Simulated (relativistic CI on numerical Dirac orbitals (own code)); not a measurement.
## Hyperfine structure of Yb24+, mass number 171

Method of calculation: Dirac-Coulomb-Breit CI, KLI orbitals optimised for each configuration, model QED (radiative potential, 1s self-energy scaled to tabulated hydrogen-like ionisation energies), unscaled Slater integrals (own radial code, finite nucleus).

Configurations in the expansion (outside the closed core [Ar] 3d10): 4s²4p⁶4d¹⁰, 4s²4p⁶4d⁹4f, 4s²4p⁵4d¹⁰4f, 4s²4p⁶4d⁹5s, 4s4p⁶4d¹⁰4f, 4s²4p⁶4d⁹5p, 4s²4p⁶4d⁹5d, 4s²4p⁵4d¹⁰5s, 4p⁶4d¹⁰4f², 4p⁶4d⁹4f³, 4p⁵4d¹⁰4f³, 4p⁶4d⁹4f²5s, 4p⁶4d⁹4f²5p, 4p⁶4d⁹4f²5d. Double excitations out of closed p, d and f shells are left out; levels of such configurations are missing from the list, as are those of other unlisted configurations, and high levels can miss mixing partners. These lack a partner that the ground configuration has and come out too high: 4s²4p⁵4d¹⁰5s.

Nuclear spin I = 1/2, μ = 0.4923 μN (tables of Stone and Pyykkö). The electronic factors are computed for point nuclear moments, without core polarisation or the Bohr-Weisskopf and QED corrections.

```json
{"Level": "4s²4p⁶4d⁹4f ³P°1", "E (cm⁻¹)": "1383644", "A (MHz)": "1824"}
{"Level": "4s²4p⁶4d⁹4f ³P°2", "E (cm⁻¹)": "1410968", "A (MHz)": "1634"}
{"Level": "4s²4p⁶4d⁹4f ³H°5", "E (cm⁻¹)": "1420842", "A (MHz)": "5072"}
{"Level": "4s²4p⁶4d⁹4f ³H°6", "E (cm⁻¹)": "1427538", "A (MHz)": "3890"}
{"Level": "4s²4p⁶4d⁹4f ³F°3", "E (cm⁻¹)": "1441786", "A (MHz)": "4557"}
{"Level": "4s²4p⁶4d⁹4f ³F°4", "E (cm⁻¹)": "1461737", "A (MHz)": "3694"}
{"Level": "4s²4p⁶4d⁹4f ³G°5", "E (cm⁻¹)": "1475028", "A (MHz)": "3858"}
{"Level": "4s²4p⁶4d⁹4f ³D°1", "E (cm⁻¹)": "1481686", "A (MHz)": "-2782"}
```

Levels with J = 0, under 50 % of one LS term, or S terms without an open s electron are left out. Small factors come from cancelling terms and can be off by tens of per cent or more.

At this charge energies of transitions that change n are usually good to better than 1 %, and those within a shell (Δn = 0) to a few per cent.

Question: Give the hyperfine levels of 4s²4p⁶4d⁹4f ³P°1 relative to its centre of gravity.

Answer: With K = F(F + 1) − I(I + 1) − J(J + 1), E = AK/2: F = 1/2: -1824, F = 3/2: 912 MHz.

LS names give the leading component of a level, which can be under half, so a name can repeat, a term be missing and a line seem to break the LS rules.
